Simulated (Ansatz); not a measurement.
Basis-set extrapolation for C$_{10}$H$_{22}$S, SMILES `CCCCCSCCCCC` (PBE0-D4/def2-TZVP geometry, frozen core, the Gaussian-basis code of Ansatz). Multiplicity 1, RHF reference.

|  | def2-TZVPP | def2-QZVPP |
| --- | --- | --- |
| HF | -789.179621 | -789.209201 |
| MP2 correlation | -1.941144 | -2.065677 |
| CCSD(T) correlation | -2.147681 | not run |

Energies in hartree. Use E(X) = E(∞) + A·exp(−7.88·√X) for Hartree–Fock and E(X) = E(∞) + B·X^(−2.97) for correlation, with X = 3 and 4, and add CCSD(T) minus MP2 of the smaller set to the MP2 limit.

**Question.** What is the CCSD(T) energy at the basis-set limit?

**Answer.** HF limit: -789.209201 + (-0.029580) × 0.13774 = -789.21328. MP2 limit: -2.065677 + (-0.124533) × 0.74074 = -2.15792. Higher-order term: -2.147681 − (-1.941144) = -0.20654. Total: -791.57774 hartree, 6.81 eV below CCSD(T)/def2-TZVPP.
